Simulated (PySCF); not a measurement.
Does the answer move with the share of exact exchange?

C2H9BGe.
InChI=1S/C2H9BGe/c1-3(2)4/h1-2,4H3

PySCF, def2-SVPD basis, density fitting, gas phase, PBE0-D3(BJ)/def2-SVP geometry; singlet excitations by full TDDFT with frozen cores, triplets by Tamm–Dancoff TDDFT and ionisation energies by ΔSCF, from the lowest of the holes tried. One functional is left out:

| functional | exact exchange (%) | HOMO energy (eV) | LUMO energy (eV) | lowest singlet excitation (eV) | lowest triplet excitation (eV) | mean polarisability (au) | vertical ionisation energy (eV) |
| --- | --- | --- | --- | --- | --- | --- | --- |
| LDA | 0 | -6.47 | -2.48 | 4.25 | 3.73 | 80.5 | 9.42 |
| PBE | 0 | -6.40 | -2.29 | 4.33 | 3.66 | 78.5 | 9.30 |
| PBE0 | 25 | -7.56 | -1.32 | 4.61 | 3.85 | 75.0 | 9.53 |
| BHandHLYP | 50 | -8.66 | -0.25 | 4.86 | 4.13 | 72.4 | 9.65 |

Problem. Predict the row of B3LYP (20 % exact exchange) by straight lines through the other rows, and check it.

Solution. 
```
                       property   line  computed  computed − line  PBE0 (25 %), for comparison
               HOMO energy (eV)  -7.33     -7.38            -0.05                        -7.56
               LUMO energy (eV)  -1.53     -1.52            +0.01                        -1.32
 lowest singlet excitation (eV)   4.53      4.57            +0.04                         4.61
 lowest triplet excitation (eV)   3.85      3.93            +0.08                         3.85
       mean polarisability (au)   76.4      75.8             -0.6                         75.0
vertical ionisation energy (eV)   9.48      9.56            +0.08                         9.53
```

Problem. Which of these properties follows the share of exact exchange most closely, and which least?

Solution. Most closely the HOMO energy, least the vertical ionisation energy; the correlations over the tabulated rows are HOMO energy -1.000, LUMO energy 0.997, lowest singlet excitation 0.991, lowest triplet excitation 0.979, mean polarisability -0.965, vertical ionisation energy 0.941. The HOMO energy moves by -0.445 eV for every 10 %. Functionals with the same share still differ in their other parts: at 0 % LDA and PBE differ by 0.07 eV in it.
